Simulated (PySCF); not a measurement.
## Computed properties of silylphosphine (H5PSi), SMILES [SiH3]P

silylphosphine (H₅PSi), SMILES [SiH3]P. The structure is a stationary point at B3LYP-D3(BJ)/def2-TZVP. Other conformers were not sampled. All values are computed for the isolated molecule unless a solvent is named; none is compared with measurement here.

**Structure.** The optimised structure has Cs symmetry. All 15 harmonic modes at B3LYP-D3(BJ)/def2-TZVP (PySCF) are real, so it is a minimum.

**Vibrations.** The strongest infrared lines (harmonic, unscaled, degenerate partners summed) lie at 912 cm⁻¹ (283 km/mol, H 92 %, Si 8 %), 2229 cm⁻¹ (94 km/mol, H 96 %), 2232 cm⁻¹ (94 km/mol, H 96 %). The softest mode is at 172 cm⁻¹ and the zero-point energy is 26.4 kcal/mol.

**Electronic structure.** M06-2X/def2-TZVPD (PySCF) places the frontier levels at -8.59 and 0.36 eV, a gap of 8.95 eV, and gives a dipole moment of 0.67 D and a mean polarisability of 59.0 bohr³. PBE/def2-TZVPD (PySCF) at the same geometry gives -6.52 and -0.75 eV, so its gap is 3.18 eV narrower. An orbital gap is neither the optical nor the fundamental gap.

**Excitations.** TDA-CAM-B3LYP/def2-SVPD (PySCF) has S1 at 6.68 eV (186 nm, f = 0.046, weak); the most intense of the 10 singlets computed lies at 7.02 eV (f = 0.25). T1 (TDA) is at 5.67 eV, 1.01 eV under S1. TDA-PBE/def2-SVPD (PySCF) puts S1 at 6.12 eV. No vertical singlet excitation falls in the visible range (under 3.1 eV).

**NMR.** GIAO shifts at PBE0/pcSseg-2 (PySCF) (non-relativistic, atoms alike by connectivity averaged): ¹H from 1.8 to 4.2 ppm against TMS; ²⁹Si at -80.1 ppm against TMS.

**Solvation.** SMD-B3LYP/6-31G* (PySCF) gives 1.2 kcal/mol in water, -1.1 kcal/mol in ethanol, -0.5 kcal/mol in benzene (1 M in both phases, gas-phase geometry); of these solvents ethanol holds the molecule best.
